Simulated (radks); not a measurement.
Species: Ca II. Configuration: [Ar] 4s1 (the NIST ground configuration). Calculated with a radial shooting solver on a logarithmic mesh with Libxc functionals: scalar-relativistic Kohn-Sham, r2SCAN, spin-polarised, spherical densities, finite nucleus; open shells are filled with parallel spins first; meta-GGA in the generalised Kohn-Sham scheme; Fermi nuclear charge, rms radius 3.4776 fm. Some entries of the table are withheld. Estimate them.

orbital  occ.  eigenvalue (hartree)  <1/r> (bohr^-1)  <r> (bohr)
1s up       1             -146.0541            19.74     0.07685
1s down     1             -146.0529            19.74     0.07686
2s up       1             -15.72684            4.064      0.3631
2s down     1             -15.72574            4.064      0.3631
2p up       3             -12.71425            3.952      0.3273
2p down     3             -12.71297            3.952      0.3273
3s up       1              -2.04701            1.205       1.156
3s down     1              -2.04358            1.203       1.157
3p up       3              -1.31194            1.075         (1)
3p down     3              -1.30792            1.076         (2)
4s up       1              -0.34673           0.3551       3.610
3d up       0              -0.29758           0.6763       2.052
3d down     0              -0.27141           0.7149       1.924
4p up       0              -0.22684           0.2988       4.278

Answer. 
(1) 3p up <r> (bohr): 1.269
(2) 3p down <r> (bohr): 1.265
